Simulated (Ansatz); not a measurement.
Z-matrix (Å, degrees):
```
C
C 1 1.3316
H 2 1.0850 1 121.82
H 2 1.0850 3 115.95 1 180.00
H 1 1.0881 2 117.95 3 179.98
Si 1 1.8629 5 118.39 2 -179.99
H 6 1.4820 1 109.12 5 -179.99
H 6 1.4836 7 109.35 3 -121.24
H 6 1.4837 7 109.35 8 -117.54
```
Charge 0, multiplicity 1.

Computed with frozen-core CCSD(T)/def2-TZVPP // B3LYP-D3(BJ)/def2-TZVP (Ansatz, a quantum-chemistry and plane-wave program).

```
Item                           Result
----------------------  -------------
HF energy               -368.17535 Ha
MP2 correlation energy    -0.45603 Ha
```

**Question.** Estimate the CCSD correlation energy, the (T) correction, the total energy and the T1 diagnostic.

**Answer.** 
CCSD correlation energy: -0.49860 Ha
(T) correction: -0.02029 Ha
CCSD(T) total energy: -368.69424 Ha
T1 diagnostic: 0.011
